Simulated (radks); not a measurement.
The numbers below are computed, except where a source is named.
The titanium anion Ti- inside a hard spherical wall (all orbitals vanish at R), configuration held at [Ar] 3d3 4s2 and not refilled when levels cross. Level of theory: scalar-relativistic Kohn-Sham, LDA (Slater exchange, VWN5 correlation), spin-unpolarised, spherical densities, point nucleus (a radial shooting solver on a logarithmic mesh with Libxc functionals). Eigenvalues in eV, with the zero of energy where the potential of the charges vanishes at infinity; a dash marks a level that is unbound or too diffuse for the functional's potential to be trusted. A positive occupied level is held by the wall or, in an anion where self-interaction has pushed it up, behind a barrier. The pressure on the wall is -dE/dV.

R (bohr)  E (hartree)  kinetic (hartree)    e(3s)    e(3p)   e(4s)  e(4p, empty)   e(3d)  e(5s, empty)  pressure (GPa)
15         -851.75265            858.420  -54.643  -31.264   0.433         2.287   2.349         2.849         0.00741
12         -851.74874            858.433  -54.217  -30.842   0.694         2.757   2.726         4.149          0.0383
6          -851.58719            858.979  -49.417  -26.100   4.619         8.342   7.035        20.328            8.11
4          -850.84431            861.058  -40.723  -17.664  15.947        22.698  15.354        59.217             131
2.5        -846.12548            874.543  -18.450    4.618  70.885        84.403  40.998        206.14            3270
1.5        -813.17512            957.993   66.258   94.395  343.38        354.41  136.32        777.67           95800
